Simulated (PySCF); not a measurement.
Computed IR spectrum (relative IR intensity) of a molecule C4H6F2. Geometry: PBE-D3(BJ)/def2-SVP. The values are those of a single conformer. Computed with PBE-D3(BJ)/def2-SVP in PySCF. Frequencies are harmonic and unscaled.

ν (cm⁻¹): 529 (vw), 665 (w), 792 (w), 888 (m), 962 (m), 972 (w), 1054 (vs), 1112 (m), 1142 (s), 1330 (m), 1340 (w), 1353 (s), 1398 (w), 1407 (w), 1713 (m), 2941 (m), 2960 (w), 3029 (w), 3068 (w), 3092 (vw), 3097 (w) (against the strongest line: vs over 80 %, s over 45 %, m over 15 %, w over 4 %, vw less)

### Question
Identify the compound among the candidates.
A) CC(C)=C(F)F
B) CC/C(F)=C/F
C) C/C=C/C(F)F
D) C=CC(C)(F)F

### Answer
C, C/C=C/C(F)F
